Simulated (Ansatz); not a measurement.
`C=C[SiH2]Cl` + H–F → `F[SiH2]Cl` + ethylene at 400 K and 1 bar (ligand exchange at the Si–C bond).

Computed with Ansatz on PBE0-D4/def2-TZVP structures; ΔE is electronic, products minus reactants. CCSD(T)/CBS adds triple-zeta CCSD(T) − MP2 to the extrapolated MP2 energy (def2 sets, frozen cores). This one scheme is used for every species. Each species was taken in one conformer, which may not be the lowest.

```tsv
species	CCSD(T)/CBS energy (Eh)	H − E (kJ/mol)	S (J/(mol·K))
`C=C[SiH2]Cl`	-827.99751	188.1	348.1
H–F	-100.39570	36.5	182.2
`F[SiH2]Cl`	-849.96195	76.1	299.2
`C=C`	-78.48111	149.4	232.7
```

H − E and S are ideal-gas, rigid-rotor, harmonic terms from PBE0-D4/def2-TZVP, for one conformer and one mirror image of each species. 1 Eh = 2625.50 kJ/mol, R = 8.31446 J/(mol·K).

Q: By hand: ΔE, ΔH, ΔS and ΔG.

A: ΔE = (-849.96195) + (-78.48111) − (-827.99751) − (-100.39570) = -0.04985 Eh = -130.9 kJ/mol. Δ(H − E) = 76.1 + 149.4 − 188.1 − 36.5 = 0.9, so ΔH = -130.0 kJ/mol. ΔS = 299.2 + 232.7 − 348.1 − 182.2 = 1.6 J/(mol·K). ΔG = -130.0 − 400 × (1.6)/1000 = -130.6 kJ/mol.

Q: By hand: the equilibrium constant, and the temperature at which ΔG would vanish if ΔH and ΔS stayed fixed.

A: log₁₀ K = −ΔG/(RT ln 10) = 17.1. ΔH and −TΔS have one sign here, so there is no such temperature.

The number of gas molecules stays the same, so ΔS is small and ΔH decides. A doubt of 5 kJ/mol in ΔE shifts log₁₀ K by 0.7 here. Other conformers and mirror images would add mixing entropy, several J/(mol·K) or more a flexible species. These are equilibria of isolated gas molecules and say nothing of rates. Largest T1 diagnostic: 0.011 (customary marks: 0.02 for closed shells, 0.045 for open ones).

ΔS is within the doubt of such terms, so its sign, and with it that verdict, could turn.
